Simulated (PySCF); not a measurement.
A PySCF script (with the pyscf-properties extension) for the NMR shieldings of `CC(C)C1=CP1C(F)(F)F`, C$_{6}$H$_{8}$F$_{3}$P, on a GFN2-xTB geometry:

```python
import basis_set_exchange as bse
import numpy as np
from pyscf import gto, dft
from pyscf.prop import nmr

atoms = """
C    -1.862916    0.406389    1.152351
C    -0.919015    0.340742   -0.048125
C    -1.604940   -0.245647   -1.283097
C     0.270047   -0.457311    0.286991
C     0.998771   -1.092595    1.168746
P     1.716296   -1.270597   -0.504335
C     2.885452    0.259525   -0.418432
F     3.473335    0.389776    0.783941
F     3.866237    0.193727   -1.327869
F     2.226518    1.414974   -0.640722
H    -2.213786   -0.589168    1.414588
H    -1.356241    0.833347    2.014059
H    -2.722811    1.026519    0.912470
H    -0.573467    1.353664   -0.291650
H    -2.446762    0.377040   -1.573708
H    -1.969093   -1.249211   -1.072841
H    -0.905542   -0.298324   -2.115175
H     1.129158   -1.386531    2.184526
"""
names = dict.fromkeys(["C", "P", "F", "H"], "pcSseg-1")
basis = {el: gto.basis.parse(bse.get_basis(n, elements=[el], fmt="nwchem")) for el, n in names.items()}
mol = gto.M(atom=atoms, basis=basis, charge=0, verbose=0)
mf = dft.RKS(mol, xc="PBE0")
mf.grids.level = 2
mf.grids.alignment = dft.numint.BLKSIZE   # the property module wants whole blocks of grid points
mf.conv_tol = 1e-9
mf.kernel()

calc = nmr.RKS(mf)   # GIAO
C = mf.mo_coeff
Co = C[:, mf.mo_occ > 0]
resp = mf.gen_response(singlet=True, hermi=2)
def vind(x):   # induced exchange potential for any number of trial vectors
    d = np.einsum("pi,xij,qj->xpq", C, 2 * x.reshape(-1, C.shape[1], Co.shape[1]), Co, optimize=True)
    return np.einsum("xpq,pi,qj->xij", resp(d - d.transpose(0, 2, 1)), C, Co, optimize=True).ravel()
mo1, _ = nmr.rhf.solve_mo1(calc, with_cphf=vind)
sigma = calc.kernel(mo1)
for i, s in enumerate(sigma):   # ppm
    print("%2d %-2s %9.2f" % (i, mol.atom_pure_symbol(i), np.trace(s) / 3))
```

Question: What are the results?

Answer: 
```
 0 C     164.32
 1 C     155.52
 2 C     164.48
 3 C      39.56
 4 C      75.01
 5 P     520.95
 6 C      47.18
 7 F     251.96
 8 F     252.41
 9 F     248.46
10 H      30.60
11 H      29.84
12 H      30.29
13 H      28.61
14 H      30.34
15 H      31.00
16 H      29.63
17 H      24.27
```

These numbers come from an equivalent density-fitted implementation of the same equations, which agrees with the script to about 0.01 ppm for H and up to a few tenths of a ppm for heavy atoms, so last digits may differ.

Size and cost of the density-fitted run: 217 basis functions, 54 s wall time on 1 thread of an Arm Neoverse V1, shared host; peak memory 0.88 GiB.
